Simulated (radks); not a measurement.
Results of a calculation; reference values are marked as such.
The caesium ion Cs+, 54 electrons, occupied as [Xe]. Level of theory: Dirac Kohn-Sham, BLYP, spin-unpolarised, spherical densities, point nucleus (a radial shooting solver on a logarithmic mesh with Libxc functionals).

Unscreened Slater integrals over Kohn-Sham orbitals (hartree). Large and small components are both included.

integral            value
F0(5p3/2,5p3/2)   0.42788
F2(5p3/2,5p3/2)   0.22878
F0(5p3/2,5p1/2)   0.43760
G2(5p3/2,5p1/2)   0.23281
F0(5p3/2,5s1/2)   0.46558
G1(5p3/2,5s1/2)   0.30332
F0(5p3/2,4d5/2)   0.53961
F2(5p3/2,4d5/2)   0.14625
G1(5p3/2,4d5/2)  0.042357
G3(5p3/2,4d5/2)  0.040300
F0(5p1/2,5p1/2)   0.44818
F0(5p1/2,5s1/2)   0.47889
G1(5p1/2,5s1/2)   0.32270
F0(5p1/2,4d5/2)   0.56219
G3(5p1/2,4d5/2)  0.046308
F0(5s1/2,5s1/2)   0.51819
F0(5s1/2,4d5/2)   0.63494
G2(5s1/2,4d5/2)  0.074203
F0(4d5/2,4d5/2)    1.0717
F2(4d5/2,4d5/2)   0.54393
F4(4d5/2,4d5/2)   0.36225
